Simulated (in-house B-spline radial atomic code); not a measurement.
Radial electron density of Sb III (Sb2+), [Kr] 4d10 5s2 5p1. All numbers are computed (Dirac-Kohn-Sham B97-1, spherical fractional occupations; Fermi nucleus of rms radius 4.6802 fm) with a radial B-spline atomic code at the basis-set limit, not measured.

Caution: exact exchange at fractional occupations of open shells leaves self-interaction of up to several eV.

Columns: r (bohr), 4πr²n(r) (electrons per bohr), bar.

```
 0.00114    2.137 #
 0.00141    3.086 ##
 0.00175    4.451 ##
 0.00216     6.31 ###
 0.00268     8.93 #####
 0.00332    12.45 #######
 0.00411    17.07 #########
 0.00508    22.91 ############
 0.00629    30.12 ################
 0.00779    38.48 ####################
 0.00965    47.44 #########################
  0.0119    55.86 #############################
  0.0148    62.85 #################################
  0.0183    66.47 ###################################
  0.0227    66.14 ###################################
  0.0281    62.57 #################################
  0.0347    58.62 ###############################
   0.043    58.31 ###############################
  0.0532    64.49 ##################################
  0.0659    75.43 ########################################
  0.0816    83.82 ############################################
   0.101       82 ###########################################
   0.125     70.4 #####################################
   0.155    59.96 ###############################
   0.192    61.37 ################################
   0.237    69.07 ####################################
   0.294    66.35 ###################################
   0.364    47.44 #########################
    0.45     27.7 ###############
   0.558    21.63 ###########
    0.69    24.55 #############
   0.855    23.65 ############
    1.06    16.52 #########
    1.31    9.098 #####
    1.62     4.72 ##
    2.01    2.658 #
    2.49    1.491 #
    3.08   0.6809 
    3.81   0.2223 
    4.72  0.04697 
    5.84 0.005981 
    7.23 0.0004091 
    8.95 1.308e-05
```

On this grid the curve has 4 maxima, near 0.0183, 0.0816, 0.237, 0.69 bohr.

The 5s1/2 radial function P(r) = rR(r), positive near the nucleus, with its small component Q(r) (sign convention: Q ≈ (P' + κP/r)/2c):

```
r (bohr)         P           Q
0.000392  0.009028   -0.001716
0.000601   0.01328   -0.002563
0.000921    0.0194   -0.003783
 0.00141   0.02805   -0.005526
 0.00216   0.03999   -0.007981
 0.00332   0.05585    -0.01137
 0.00508    0.0749    -0.01574
 0.00779   0.09467    -0.02099
  0.0119    0.1075    -0.02627
  0.0183   0.09899    -0.02981
  0.0281    0.0489    -0.02826
   0.043   -0.0502    -0.01846
  0.0659   -0.1567  -0.0009971
   0.101   -0.1497     0.01454
   0.155   0.06112     0.01371
   0.237    0.2617   -0.002547
   0.364   0.04154     -0.0109
   0.558   -0.3774  -0.0007602
   0.855   -0.1599     0.00684
    1.31    0.5494    0.002408
    2.01    0.7894   -0.002053
    3.08    0.4178    -0.00177
    4.72   0.08067  -0.0003925
    7.23  0.003852  -1.981e-05
```
